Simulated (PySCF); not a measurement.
Input file for PySCF: R-BP86/6-31G* on CH3NO (a complex), monomers drawn apart or pushed together.

```python
from pyscf import gto, scf, dft, mp
from pyscf.data.elements import chemcore

mol = gto.M(
    atom='''
    O    -0.14302315    0.06523241   -0.65726024
    H     0.79134065   -0.06066031   -0.84779530
    H    -0.20066002    0.07223200    0.30790929
    C    -0.28977330    0.08025944    3.87140812
    N    -0.14962205    0.06264003    2.73579806
    H    -0.42149820    0.09679229    4.93027144
    ''',
    basis='6-31g*',
    cart=True,
    charge=0, spin=0, verbose=3, max_memory=1800)
mf = dft.RKS(mol, xc='b88,p86')
mf.conv_tol = 1e-8
mf.max_cycle = 100
mf.kernel()
if not mf.converged:
    mf = mf.newton().run(mf.mo_coeff, mf.mo_occ)
```

Output:

```
converged SCF energy = -169.833516270053
```

The calculation finished and met its thresholds.

Cost: roughly 2.3 core-seconds.
